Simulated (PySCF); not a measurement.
PySCF input (CCSD(T)/cc-pVDZ):

```python
from pyscf import gto, scf, mp, cc as ccmod

mol = gto.M(
    atom='''
    B     0.06491544   -0.21498043    0.25707852
    F     1.22275782   -0.93661742    0.43030786
    F    -0.78669751   -0.50748319    1.29658072
    S    -0.26557000    0.87948797   -1.05171187
    ''',
    basis='cc-pvdz',
    charge=-1,
    spin=0,
    verbose=4,
)

mf = scf.RHF(mol)
mf.conv_tol = 1e-10
mf.max_cycle = 100
mf.kernel()
mp2 = mp.MP2(mf, frozen=8).run()
cc = ccmod.CCSD(mf, frozen=8)
cc.max_cycle = 100
cc.kernel()
et = cc.ccsd_t()
print(f'E(CCSD(T)) = {cc.e_tot + et:.9f}')
```

Output:

```
PySCF version 2.14.0

[INPUT] verbose = 4
[INPUT] num. atoms = 4
[INPUT] num. electrons = 40
[INPUT] charge = -1
[INPUT] spin (= nelec alpha-beta = 2S) = 0
[INPUT] symmetry False subgroup None
[INPUT] Mole.unit = angstrom
[INPUT] Symbol           X                Y                Z      unit          X                Y                Z       unit  Magmom
[INPUT]  1 B      0.064915440000  -0.214980430000   0.257078520000 AA    0.122672402856  -0.406254134841   0.485807995309 Bohr   0.0
[INPUT]  2 F      1.222757820000  -0.936617420000   0.430307860000 AA    2.310677396470  -1.769950407297   0.813164004648 Bohr   0.0
[INPUT]  3 F     -0.786697510000  -0.507483190000   1.296580720000 AA   -1.486642836777  -0.959004241921   2.450182459191 Bohr   0.0
[INPUT]  4 S     -0.265570000000   0.879487970000  -1.051711870000 AA   -0.501854566901   1.661991393150  -1.987447396254 Bohr   0.0

nuclear repulsion = 133.100332656901
number of shells = 20
number of NR pGTOs = 119
number of NR cGTOs = 60
basis = cc-pvdz
ecp = {}

******** <class 'pyscf.scf.hf.RHF'> ********
method = RHF
initial guess = minao
damping factor = 0
level_shift factor = 0
DIIS = <class 'pyscf.scf.diis.CDIIS'>
diis_start_cycle = 1
diis_space = 8
diis_damp = 0
SCF conv_tol = 1e-10
SCF conv_tol_grad = None
SCF max_cycles = 100
direct_scf = True
direct_scf_tol = 1e-13
Set gradient conv threshold to 1e-05
Initial guess from minao.
init E= -621.444951139327
  HOMO = -0.316572980570879  LUMO = 0.104890942587457  gap/eV = 11.46862
cycle= 1 E= -621.205098732635  delta_E= 0.24  |g|= 0.634  |ddm|= 1.78
  HOMO = -0.0842618707388345  LUMO = 0.362643721009655  gap/eV = 12.16092
cycle= 2 E= -621.271932288781  delta_E= -0.0668  |g|= 0.343  |ddm|= 0.662
  HOMO = -0.110240049329923  LUMO = 0.380310132641914  gap/eV = 13.34855
cycle= 3 E= -621.293239374103  delta_E= -0.0213  |g|= 0.0369  |ddm|= 0.213
  HOMO = -0.118810065726198  LUMO = 0.379157865870093  gap/eV = 13.55040
cycle= 4 E= -621.293808816183  delta_E= -0.000569  |g|= 0.0108  |ddm|= 0.0552
  HOMO = -0.115474694810452  LUMO = 0.379058772935395  gap/eV = 13.45694
cycle= 5 E= -621.293860146032  delta_E= -5.13e-05  |g|= 0.00285  |ddm|= 0.0163
  HOMO = -0.115598911332867  LUMO = 0.37934149311941  gap/eV = 13.46801
cycle= 6 E= -621.293865740587  delta_E= -5.59e-06  |g|= 0.000968  |ddm|= 0.00517
  HOMO = -0.115787358009701  LUMO = 0.379169705347236  gap/eV = 13.46847
cycle= 7 E= -621.293866700344  delta_E= -9.6e-07  |g|= 0.000342  |ddm|= 0.00224
  HOMO = -0.115793741047765  LUMO = 0.379209284780939  gap/eV = 13.46972
cycle= 8 E= -621.293866836749  delta_E= -1.36e-07  |g|= 8.93e-05  |ddm|= 0.000952
  HOMO = -0.115814239842036  LUMO = 0.37920360464979  gap/eV = 13.47012
cycle= 9 E= -621.293866845659  delta_E= -8.91e-09  |g|= 1.5e-05  |ddm|= 0.000268
  HOMO = -0.115814191277296  LUMO = 0.379203413229037  gap/eV = 13.47012
cycle= 10 E= -621.293866845843  delta_E= -1.85e-10  |g|= 3.19e-06  |ddm|= 3.44e-05
  HOMO = -0.115814718236534  LUMO = 0.379203349869122  gap/eV = 13.47013
cycle= 11 E= -621.293866845853  delta_E= -9.55e-12  |g|= 5.15e-07  |ddm|= 6.56e-06
  HOMO = -0.115814743185218  LUMO = 0.379203377923369  gap/eV = 13.47013
Extra cycle  E= -621.293866845853  delta_E= -2.27e-13  |g|= 2.11e-07  |ddm|= 8.85e-07
converged SCF energy = -621.293866845853

******** <class 'pyscf.mp.mp2.RMP2'> ********
nocc = 12, nmo = 52
frozen orbitals 8
E(RMP2) = -621.876483226512  E_corr = -0.582616380658632
E(SCS-RMP2) = -621.853141050045  E_corr = -0.559274204191731
E_corr(same-spin) = -0.161383214536878
E_corr(oppo-spin) = -0.421233166121754

******** <class 'pyscf.cc.ccsd.CCSD'> ********
CC2 = 0
CCSD nocc = 12, nmo = 52
frozen orbitals 8
max_cycle = 100
direct = 0
conv_tol = 1e-07
conv_tol_normt = 1e-05
diis_space = 6
diis_start_cycle = 0
diis_start_energy_diff = 1e+09
Init t2, MP2 energy = -621.876483227455  E_corr(MP2) -0.582616381601937
Init E_corr(CCSD) = -0.582616381601968
cycle = 1  E_corr(CCSD) = -0.584755172691694  dE = -0.00213879109  norm(t1,t2) = 0.060586
cycle = 2  E_corr(CCSD) = -0.596979676489688  dE = -0.0122245038  norm(t1,t2) = 0.017835
cycle = 3  E_corr(CCSD) = -0.597165467721823  dE = -0.000185791232  norm(t1,t2) = 0.00976535
cycle = 4  E_corr(CCSD) = -0.599024441816306  dE = -0.00185897409  norm(t1,t2) = 0.00402877
cycle = 5  E_corr(CCSD) = -0.598949740545698  dE = 7.47012706e-05  norm(t1,t2) = 0.000826546
cycle = 6  E_corr(CCSD) = -0.598878692978265  dE = 7.10475674e-05  norm(t1,t2) = 0.000393331
cycle = 7  E_corr(CCSD) = -0.598882335132392  dE = -3.64215413e-06  norm(t1,t2) = 0.000102498
cycle = 8  E_corr(CCSD) = -0.598885963072207  dE = -3.62793982e-06  norm(t1,t2) = 3.74812e-05
cycle = 9  E_corr(CCSD) = -0.598886114651006  dE = -1.51578799e-07  norm(t1,t2) = 1.16959e-05
cycle = 10  E_corr(CCSD) = -0.59888585106344  dE = 2.63587566e-07  norm(t1,t2) = 3.61895e-06
cycle = 11  E_corr(CCSD) = -0.598885820901173  dE = 3.01622665e-08  norm(t1,t2) = 7.44369e-07
CCSD converged
E(CCSD) = -621.8927526667542  E_corr = -0.5988858209011731
CCSD(T) correction = -0.0129485013711815
E(CCSD(T)) = -621.905701168
```

It need not be the lowest isomer of its formula. Whether it binds its extra electron was not tested at this geometry.
